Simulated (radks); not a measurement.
Results of a calculation; reference values are marked as such.
All-electron atom: the argon ion Ar3+ in [Ne] 3s2 3p3. Level of theory: scalar-relativistic Kohn-Sham, PBE, spin-unpolarised, spherical densities, point nucleus (a radial shooting solver on a logarithmic mesh with Libxc functionals).

Unscreened Slater integrals over Kohn-Sham orbitals (eV).

| integral | value |
|---|---|
| F0(3p,3p) | 17.570 |
| F2(3p,3p) | 8.9459 |
| F0(3p,3s) | 18.228 |
| G1(3p,3s) | 12.201 |
| F0(3p,2p) | 23.767 |
| F2(3p,2p) | 4.4628 |
| G0(3p,2p) | 1.8013 |
| G2(3p,2p) | 1.8299 |
| F0(3p,2s) | 23.417 |
| G1(3p,2s) | 1.3834 |
| F0(3s,3s) | 18.973 |
| F0(3s,2p) | 25.120 |
| G1(3s,2p) | 2.0197 |
| F0(3s,2s) | 24.841 |
| G0(3s,2s) | 1.6148 |
| F0(2p,2p) | 66.383 |
| F2(2p,2p) | 30.898 |
| F0(2p,2s) | 62.320 |
| G1(2p,2s) | 36.699 |
| F0(2s,2s) | 59.641 |

Derived for the open shells (J is the average intra-shell exchange parameter used in DFT+U). 3p: J = F2/5 = 1.789 eV.
